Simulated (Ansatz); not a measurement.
Basis-set extrapolation for CH$_{8}$AlNSi, SMILES `C[SiH](N)[AlH2]` (PBE0-D4/def2-TZVP geometry, frozen core, Ansatz). Multiplicity 1, RHF reference.

```tsv
	def2-TZVPP	def2-QZVPP
HF	-627.900577	-627.921599
MP2 correlation	-0.600590	-0.642740
CCSD(T) correlation	-0.678836	not run
```

Energies in hartree. Use E(X) = E(∞) + A·exp(−7.88·√X) for Hartree–Fock and E(X) = E(∞) + B·X^(−2.97) for correlation, with X = 3 and 4, and add CCSD(T) minus MP2 of the smaller set to the MP2 limit.

What is the CCSD(T) energy at the basis-set limit?

HF limit: -627.921599 + (-0.021022) × 0.13774 = -627.92449. MP2 limit: -0.642740 + (-0.042150) × 0.74074 = -0.67396. Higher-order term: -0.678836 − (-0.600590) = -0.07825. Total: -628.67670 hartree, 255.4 kJ/mol below CCSD(T)/def2-TZVPP.
